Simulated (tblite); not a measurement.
Compound: C₅H₅ClO₂ (charge +1 and doublet state).
Bonds: C1–C2, C2–C3, C3–O4, O4–C5, C5–O6, C5–C7 (double), C7–Cl8, C2–C7. Hydrogens: H9, H10, H11 on C1; H12 on C3; H13 on O6.

Structure optimised with GFN2-xTB, isolated species. This method treats the open shell by occupation alone, without spin polarisation.

Give the optimised bond lengths and angles.

```csv
bond,length (Å),order
C1–C2,1.477,single
C2–C3,1.374,single
C3–O4,1.367,single
O4–C5,1.324,single
C5–O6,1.282,single
C5=C7,1.432,double
C7–Cl8,1.674,single
C2–C7,1.420,single
"C1–H9, C1–H10, C1–H11",1.087,single
C3–H12,1.075,single
O6–H13,0.977,single
```

Bonds in one row agree within 0.01 Å and their mean is given. Orders are formal, as drawn. A selection of angles:
```csv
angle,degrees
C2–C1–H9,110.2
C2–C1–H10,110.9
H9–C1–H10,109.2
H9–C1–H11,107.2
C1–C2–C3,128.4
C1–C2–C7,126.4
C3–C2–C7,105.2
C2–C3–O4,111.7
C2–C3–H12,131.7
O4–C3–H12,116.6
C3–O4–C5,107.6
O4–C5–O6,122.7
O4–C5–C7,109.7
O6–C5–C7,127.6
C5–O6–H13,115.3
C5–C7–Cl8,125.3
C2–C7–C5,105.9
C2–C7–Cl8,128.9
```

Dihedral angles: C1–C2–C3–O4 180° (antiperiplanar); C2–C3–O4–C5 0° (synperiplanar); C3–O4–C5–O6 180° (antiperiplanar); O4–C5–C7–Cl8 180° (antiperiplanar); C1–C2–C7–C5 180° (antiperiplanar); H13–O6–C5–O4 0° (synperiplanar).

The C–C distances run from 1.374 Å (C2–C3, drawn single in a drawing that doesn't fit all lengths) to 1.477 Å (C1–C2, drawn single in a drawing that doesn't fit all lengths), a spread of 0.103 Å. C3 (carbon bonded to C, O and H) is planar (angles 131.7°, 116.6° and 111.7°, sum 360.0°, 0.00 Å off the plane of its three neighbours). The 8 heavy atoms lie in one plane (0.001 Å rms). The 5-membered ring C2–C3–O4–C5–C7 has internal angles of 105.2° to 111.7° (sum 540°, against 540° for a flat polygon); it is planar, 0.00 Å rms from its mean plane, widest ring torsion 0°. C2 (carbon bonded to 3 C) is planar (angles 128.4°, 126.4° and 105.2°, sum 360.0°, 0.00 Å off the plane of its three neighbours). C5 (carbon bonded to C and 2 O) is planar (angles 127.6°, 122.7° and 109.7°, sum 360.0°, 0.00 Å off the plane of its three neighbours). The 3 C–O bonds span 1.282 Å (C5–O6, drawn single in a drawing that doesn't fit all lengths) to 1.367 Å (C3–O4, drawn single in a drawing that doesn't fit all lengths), a spread of 0.085 Å.

Point group: Cs (tolerance 0.08 Å). Its GFN2-xTB frequencies are all real (lowest 58 cm⁻¹). Torsions: O4–C5–O6–H 0°. 2 starts were optimised and ended at 0.00 and 4.28 kcal/mol (GFN2-xTB); the lowest of these is shown.

Hardware: one thread, Arm Neoverse V1 (aarch64), shared host with 32 logical CPUs at a one-minute load of 49. Cost: 0.15 s wall. These figures are those of the optimisation.

One conformer stands for the species.

These are computed values.
